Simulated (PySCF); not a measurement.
**`[H]/N=C/[C@]12CC[C@H]1CC2`, C7H11N**

Geometry (Å), atoms numbered from 1 in this order:
```xyz
19

H     3.3679   -0.9420   -1.1283
N     2.5202   -0.9664   -0.5664
C     1.7561    0.0236   -0.6923
C     0.4761    0.1016    0.0365
C     0.1566   -1.0030    1.0560
C    -1.1762   -1.2915    0.3451
C    -0.8798   -0.1913   -0.6793
C    -1.3863    1.2033   -0.2938
C    -0.0533    1.4989    0.4127
H     1.9500    0.8805   -1.3576
H     0.8739   -1.8170    1.0020
H     0.0743   -0.6580    2.0845
H    -2.0687   -1.1168    0.9438
H    -1.2324   -2.2870   -0.0895
H    -0.9343   -0.4651   -1.7298
H    -1.5811    1.8503   -1.1469
H    -2.2631    1.2027    0.3512
H     0.5112    2.3127   -0.0401
H    -0.1208    1.6737    1.4845
```

Method used: GIAO BHandHLYP/pcSseg-1 magnetisability, rotational g tensor and spin-rotation constants, non-relativistic, gas phase in PySCF 2.14.0. Geometry: GFN2-xTB.

Question: Give the nuclear spin-rotation constants along the inertial axes (H = +C I·J) beside the isotropic shieldings.

Answer: Rotational constants 3.4176, 1.9300, 1.5394 GHz. A star marks the isotopologue with that one atom substituted, in its own axes.
| atom | isotope | Caa (kHz) | Cbb (kHz) | Ccc (kHz) | mean (kHz) | σ (ppm) |
| --- | --- | --- | --- | --- | --- | --- |
| H1 | 1H | 0.448 | -0.163 | -0.143 | 0.047 | 21.2 |
| N2 | 14N | 1.102 | 0.308 | 0.105 | 0.505 | -90.5 |
| H10 | 1H | -0.273 | 0.141 | -0.110 | -0.081 | 23.7 |
| H11 | 1H | 0.007 | -0.090 | -0.159 | -0.081 | 28.2 |
| H12 | 1H | -0.364 | -0.206 | 0.043 | -0.176 | 30.2 |
| H13 | 1H | 0.037 | -0.189 | -0.150 | -0.101 | 30.1 |
| H14 | 1H | -0.357 | -0.028 | -0.088 | -0.158 | 29.6 |
| H15 | 1H | -0.363 | -0.240 | 0.081 | -0.174 | 29.6 |
| H16 | 1H | -0.335 | -0.061 | -0.070 | -0.155 | 29.5 |
| H17 | 1H | 0.018 | -0.178 | -0.150 | -0.103 | 30.0 |
| H18 | 1H | -0.313 | 0.061 | -0.184 | -0.145 | 29.6 |
| H19 | 1H | -0.352 | -0.216 | 0.056 | -0.171 | 29.6 |
| C3 | 13C* | 1.506 | 0.895 | 0.399 | 0.933 | 6.2 |
| C4 | 13C* | 0.711 | 0.396 | 0.220 | 0.442 | 140.8 |
| C5 | 13C* | 0.580 | 0.270 | 0.223 | 0.358 | 162.6 |
| C6 | 13C* | 0.501 | 0.304 | 0.234 | 0.347 | 161.7 |
| C7 | 13C* | 0.456 | 0.372 | 0.291 | 0.373 | 149.3 |

For the geometry as given, no vibrational averaging.

Question: How do the rotational constants and the g tensor change when H1, H10, H11, H12, H13, H14, H15, H16, H17, H18, H19 are replaced by deuterium?

Answer: Constants 2.6924, 1.6356, 1.3042 GHz; g -0.0275, -0.0145, -0.0068, against -0.0346, -0.0169, -0.0083 before.
